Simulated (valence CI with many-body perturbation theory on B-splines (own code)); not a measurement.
# E1 line list for Lu³⁹⁺

Calculated by valence CI with perturbative core correlation (CI+MBPT): four valence electrons over a frozen Dirac-Fock core [Ar] 3d10, radial functions for each j: 11 s, 11 p, 9 d, 7 f, 5 g, 2 h, 1 i, with the one-electron correlation potential Σ1 (screened to all orders), the two-electron term Σ2, the three-electron term Σ3, Breit, model QED; selected single and double excitations, second order for the rest (own B-spline code, finite nucleus).

The last digits are not significant, and no measured levels were compared; by estimate large intervals hold to a few tenths of a per cent, small ones and those within an open d or f shell to about a per cent.

Lines 51 to 100 of 242 in falling wavelength, among levels below 3505.1 × 10³ cm⁻¹, chosen from the strongest by gf and those to the six lowest levels. Wavelengths and rates use the calculated energies. Electric multipoles are in the length gauge, E1 and E2 with the static RPA response of the core. Weak lines are less certain than strong ones. Lines between different terms over intervals too small for the method are left out, as are lines whose strength nearly cancels. Where a level lies close to another of its J and parity, the split of strength between their lines is uncertain. The highest levels of a list are the least certain.

Levels are named by their leading jj configuration (3d3/2^4 stands for four electrons in 3d with j = 3/2), which in mixed levels can hold well under half, so a name can repeat and another be missing. Letters in brackets count levels of one name in rising energy.

| λ vac (nm) | Upper | Lower | A (s⁻¹) | log gf | Branch % |
| --- | --- | --- | --- | --- | --- |
| 12.71 | (4s 4p1/2 4p3/2 4d5/2) J=3 [c] | (4s^2 4p3/2 4d5/2) J=4 | 1.04e+10 | -0.76 | 2.1 |
| 12.68 | (4p1/2^2 4p3/2^2) J=0 | (4s 4p1/2 4p3/2^2) J=1 [a] | 5.31e+10 | -0.89 | 13.4 |
| 12.68 | (4s 4p1/2 4p3/2 4d5/2) J=2 [d] | (4s^2 4p3/2 4d5/2) J=3 | 1.42e+10 | -0.77 | 1.5 |
| 12.63 | (4s 4p1/2 4p3/2 4d5/2) J=4 [b] | (4s^2 4p3/2 4d5/2) J=4 | 1.09e+10 | -0.63 | 7.6 |
| 12.61 | (4s 4p1/2^2 4p3/2) J=1 | (4s^2 4p1/2 4p3/2) J=2 | 2.82e+10 | -0.70 | 10.6 |
| 12.47 | (4s 4p1/2 4p3/2^2) J=1 [a] | (4s^2 4p3/2^2) J=2 | 5.60e+09 | -1.41 | 1.7 |
| 12.39 | (4p1/2 4p3/2^3) J=2 | (4s 4p3/2^3) J=2 | 1.55e+10 | -0.75 | 1.6 |
| 12.38 | (4s 4p1/2^2 4d5/2) J=3 | (4s 4p1/2 4p3/2^2) J=2 [a] | 5.07e+09 | -1.09 | 2.6 |
| 12.32 | (4p1/2^2 4p3/2^2) J=2 | (4s^2 4p1/2 4d5/2) J=3 | 3.06e+10 | -0.46 | 6.1 |
| 12.32 | (4s^2 4p1/2 4f5/2) J=3 | (4s^2 4p3/2 4d3/2) J=3 | 4.69e+09 | -1.13 | 0.6 |
| 12.24 | (4s 4p1/2 4p3/2 4d3/2) J=1 [d] | (4s^2 4p3/2 4d3/2) J=2 | 1.19e+10 | -1.09 | 0.9 |
| 12.22 | (4p1/2 4p3/2^3) J=1 | (4s 4p3/2^3) J=2 | 2.36e+10 | -0.80 | 1.9 |
| 12.12 | (4s 4p1/2^2 4p3/2) J=1 | (4s^2 4p1/2 4p3/2) J=1 | 6.96e+09 | -1.34 | 2.6 |
| 12.09 | (4s 4p1/2 4p3/2^2) J=2 [b] | (4s^2 4p3/2^2) J=2 | 1.79e+10 | -0.71 | 3.2 |
| 11.95 | (4s 4p1/2 4p3/2^2) J=1 [b] | (4s^2 4p3/2^2) J=2 | 1.54e+10 | -1.01 | 2.1 |
| 11.93 | (4s 4p1/2^2 4d5/2) J=2 | (4s 4p1/2 4p3/2^2) J=2 [a] | 8.99e+09 | -1.02 | 5.3 |
| 11.48 | (4s 4p1/2 4p3/2 4d5/2) J=4 [c] | (4s^2 4p3/2 4d5/2) J=4 | 4.70e+09 | -1.08 | 0.8 |
| 11.47 | (4s 4p1/2 4p3/2 4d5/2) J=3 [d] | (4s^2 4p3/2 4d5/2) J=4 | 7.26e+09 | -1.00 | 1.0 |
| 11.32 | (4s 4p1/2 4p3/2 4d3/2) J=2 [d] | (4s^2 4p3/2 4d3/2) J=3 | 1.82e+10 | -0.76 | 1.3 |
| 10.91 | (4p1/2^2 4p3/2^2) J=2 | (4s 4p1/2 4p3/2^2) J=3 | 9.43e+09 | -1.07 | 1.9 |
| 10.30 | (4p1/2^2 4p3/2^2) J=2 | (4s 4p1/2 4p3/2^2) J=2 [a] | 7.60e+09 | -1.22 | 1.5 |
| 9.817 | (4s 4p1/2 4p3/2 4d3/2) J=3 [a] | (4s^2 4p1/2 4d5/2) J=3 | 5.70e+09 | -1.24 | 13.9 |
| 9.536 | (4s 4p1/2^2 4d3/2) J=1 | (4s 4p1/2^2 4p3/2) J=1 | 1.86e+10 | -1.12 | 41.9 |
| 9.468 | (4s 4p1/2 4p3/2 4d3/2) J=2 [b] | (4s 4p1/2 4p3/2^2) J=2 [b] | 1.02e+10 | -1.16 | 4.3 |
| 9.023 | (4s 4p1/2 4p3/2 4d3/2) J=2 [a] | (4s 4p1/2 4p3/2^2) J=3 | 7.48e+09 | -1.34 | 7.3 |
| 8.954 | (4s^2 4p1/2 4d3/2) J=2 | (4s^2 4p1/2 4p3/2) J=2 | 5.38e+09 | -1.49 | 92.5 |
| 8.701 | (4s^2 4p1/2 4d3/2) J=2 | (4s^2 4p1/2 4p3/2) J=1 | 3.81e+08 | -2.67 | 6.6 |
| 8.689 | (4s^2 4p3/2 4d3/2) J=1 | (4s^2 4p3/2^2) J=0 | 1.74e+05 | -6.23 | 0.0 |
| 8.621 | (4s 4p1/2^2 4d3/2) J=1 | (4s 4p1/2^2 4p3/2) J=2 | 6.01e+09 | -1.70 | 13.5 |
| 8.457 | (4s 4p1/2^2 4d3/2) J=2 | (4s 4p1/2^2 4p3/2) J=2 | 1.92e+10 | -0.99 | 49.0 |
| 8.264 | (4s 4p1/2 4p3/2^2) J=2 [a] | (4s^2 4p1/2 4p3/2) J=2 | 6.37e+08 | -2.49 | 28.2 |
| 8.234 | (4s^2 4p3/2 4d3/2) J=2 | (4s^2 4p3/2^2) J=2 | 2.70e+08 | -2.86 | 0.0 |
| 8.187 | (4s^2 4p3/2 4d3/2) J=1 | (4s^2 4p3/2^2) J=2 | 3.73e+08 | -2.95 | 0.0 |
| 8.171 | (4s 4p1/2 4p3/2 4d3/2) J=3 [b] | (4s 4p1/2 4p3/2^2) J=3 | 7.40e+09 | -1.29 | 17.3 |
| 8.122 | (4s 4p1/2 4p3/2 4d5/2) J=3 [a] | (4s^2 4p1/2 4d5/2) J=2 | 1.04e+10 | -1.14 | 4.2 |
| 8.103 | (4s^2 4p3/2 4d3/2) J=3 | (4s^2 4p3/2^2) J=2 | 3.85e+09 | -1.58 | 0.4 |
| 8.054 | (4s^2 4p1/2 4f7/2) J=4 | (4s^2 4p1/2 4d5/2) J=3 | 1.01e+10 | -1.05 | 7.6 |
| 8.048 | (4s 4p1/2 4p3/2^2) J=2 [a] | (4s^2 4p1/2 4p3/2) J=1 | 2.29e+08 | -2.95 | 10.1 |
| 7.990 | (4s^2 4p3/2 4d5/2) J=2 | (4s^2 4p3/2^2) J=2 | 2.30e+09 | -1.96 | 62.7 |
| 7.990 | (4s^2 4p1/2 4d3/2) J=1 | (4s^2 4p1/2 4p3/2) J=2 | 2.44e+09 | -2.16 | 0.2 |
| 7.966 | (4s 4p1/2^2 4d5/2) J=2 | (4s 4p1/2^2 4p3/2) J=1 | 2.05e+10 | -1.01 | 12.1 |
| 7.958 | (4s 4p1/2 4p3/2 4d5/2) J=3 [b] | (4s^2 4p1/2 4d5/2) J=3 | 1.11e+10 | -1.13 | 4.5 |
| 7.905 | (4s 4p1/2 4p3/2^2) J=3 | (4s^2 4p1/2 4p3/2) J=2 | 7.48e+09 | -1.31 | 59.5 |
| 7.788 | (4s^2 4p1/2 4d3/2) J=1 | (4s^2 4p1/2 4p3/2) J=1 | 1.41e+07 | -4.42 | 0.0 |
| 7.667 | (4s 4p1/2 4p3/2 4d3/2) J=3 [c] | (4s 4p1/2 4p3/2^2) J=2 [a] | 1.71e+10 | -0.98 | 2.1 |
| 7.655 | (4s 4p1/2 4p3/2 4d5/2) J=1 [b] | (4s 4p1/2 4p3/2^2) J=1 [a] | 2.24e+10 | -1.23 | 5.9 |
| 7.597 | (4s 4p1/2 4p3/2 4d5/2) J=3 [d] | (4s 4p1/2 4p3/2^2) J=2 [b] | 1.53e+10 | -1.03 | 2.2 |
| 7.539 | (4s 4p1/2 4p3/2 4d5/2) J=2 [c] | (4s 4p1/2 4p3/2^2) J=1 [b] | 2.73e+10 | -0.93 | 4.6 |
| 7.525 | (4s 4p1/2 4p3/2 4d5/2) J=0 | (4s 4p1/2 4p3/2^2) J=1 [b] | 2.31e+11 | -0.71 | 32.8 |
| 7.484 | (4s 4p1/2^2 4d5/2) J=3 | (4s 4p1/2^2 4p3/2) J=2 | 1.75e+11 | 0.01 | 89.1 |

Q: How does gf follow from A for the line at 7.788 nm?

A: gf = 1.4992 × (2J+1)_upper × A / σ², with σ = 1284010 cm⁻¹ and 2J+1 = 3: gf = 3.84e-05.
